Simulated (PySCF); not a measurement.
# BiO at PBE0

Level: PBE0. PySCF, scalar-relativistic core potentials, basis sets Bi aug-cc-pVDZ-PP with ECP60, O aug-cc-pVDZ.

| Item | Value |
| --- | --- |
| state | ⁴Π (quartet), unpaired electrons π ↑↑↑, a second solution, started from another occupation |
| bond length | 4.088 bohr |
| harmonic wavenumber | 527 cm⁻¹ |
| force constant | 2.43 mdyn/Å |
| rotational constant Be | 0.2425 cm⁻¹ |
| anharmonicity ωexe | 2.35 cm⁻¹ |
| vibration–rotation constant αe | 0.00149 cm⁻¹ |
| energy of the minimum from ground-state Bi + O | -2.02 eV |
| bond order (Mayer) | 0.64 |
| dipole moment (positive dipole means Bi(−)O(+)) | -2.80 D |

Spin–orbit coupling is left out, which matters for elements this heavy, above all for dissociation energies.
